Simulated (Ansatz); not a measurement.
`B[BH][GeH3]` + `OC(O)O` → `OC(O)[O][GeH3]` + `BB`  (cleavage of the Ge–B bond)

Program: Ansatz. Geometries: PBE0-D4/def2-TZVP. ΔE: electronic, gas phase. CBS: MP2 limit from def2 TZ/QZ plus the TZ coupled-cluster correction, frozen cores. Functionals use def2-TZVPP. B3LYP here is the variant with VWN-RPA as its local correlation; programs differ in this. For Ge outer-core shells are correlated without core-valence functions, which leaves a few kJ/mol of doubt a bond. Scalar relativity is left out up to krypton. Each species was taken in one conformer, which may not be the lowest.

```json
{"level": "PBE-D4", "ΔE (kJ/mol)": "-1.6", "difference from CCSD(T)/CBS": "15.7"}
{"level": "r2SCAN-D4", "ΔE (kJ/mol)": "-12.8", "difference from CCSD(T)/CBS": "4.5"}
{"level": "PBE0-D4", "ΔE (kJ/mol)": "-6.3", "difference from CCSD(T)/CBS": "11.0"}
{"level": "B3LYP-D4", "ΔE (kJ/mol)": "-20.1", "difference from CCSD(T)/CBS": "-2.8"}
{"level": "ωB97X-V", "ΔE (kJ/mol)": "-24.5", "difference from CCSD(T)/CBS": "-7.2"}
{"level": "ωB97M-V", "ΔE (kJ/mol)": "-21.2", "difference from CCSD(T)/CBS": "-3.9"}
{"level": "B2PLYP", "ΔE (kJ/mol)": "-22.8", "difference from CCSD(T)/CBS": "-5.5"}
{"level": "PBE", "ΔE (kJ/mol)": "0.1", "difference from CCSD(T)/CBS": "17.4"}
{"level": "r2SCAN", "ΔE (kJ/mol)": "-12.2", "difference from CCSD(T)/CBS": "5.1"}
{"level": "PBE0", "ΔE (kJ/mol)": "-4.8", "difference from CCSD(T)/CBS": "12.5"}
{"level": "B3LYP", "ΔE (kJ/mol)": "-17.6", "difference from CCSD(T)/CBS": "-0.3"}
{"level": "HF/def2-TZVPP", "ΔE (kJ/mol)": "-42.4", "difference from CCSD(T)/CBS": "-25.1"}
{"level": "MP2/def2-TZVPP", "ΔE (kJ/mol)": "-25.5", "difference from CCSD(T)/CBS": "-8.2"}
{"level": "SCS-MP2/def2-TZVPP", "ΔE (kJ/mol)": "-32.1", "difference from CCSD(T)/CBS": "-14.8"}
{"level": "CCSD/def2-TZVPP", "ΔE (kJ/mol)": "-22.7", "difference from CCSD(T)/CBS": "-5.4"}
{"level": "CCSD(T)/def2-TZVPP", "ΔE (kJ/mol)": "-21.1", "difference from CCSD(T)/CBS": "-3.8"}
{"level": "HF/def2-QZVPP", "ΔE (kJ/mol)": "-43.7", "difference from CCSD(T)/CBS": "-26.4"}
{"level": "MP2/def2-QZVPP", "ΔE (kJ/mol)": "-23.7", "difference from CCSD(T)/CBS": "-6.4"}
{"level": "SCS-MP2/def2-QZVPP", "ΔE (kJ/mol)": "-30.6", "difference from CCSD(T)/CBS": "-13.3"}
{"level": "HF/CBS(def2)", "ΔE (kJ/mol)": "-43.9", "difference from CCSD(T)/CBS": "-26.6"}
{"level": "MP2/CBS(def2)", "ΔE (kJ/mol)": "-21.6", "difference from CCSD(T)/CBS": "-4.3"}
{"level": "CCSD/CBS(def2)", "ΔE (kJ/mol)": "-18.8", "difference from CCSD(T)/CBS": "-1.5"}
{"level": "CCSD(T)/CBS", "ΔE (kJ/mol)": "-17.3", "difference from CCSD(T)/CBS": "0"}
```

Largest T1 diagnostic among the species: 0.013.

In def2-TZVPP, CCSD(T) changes the Hartree–Fock value by +21.3 kJ/mol (the triples alone add +1.6 kJ/mol) and MP2 by +16.9 kJ/mol. From PBE to PBE0 (25 % exact exchange), in def2-TZVPP and without D4, ΔE moves by −4.9 kJ/mol.
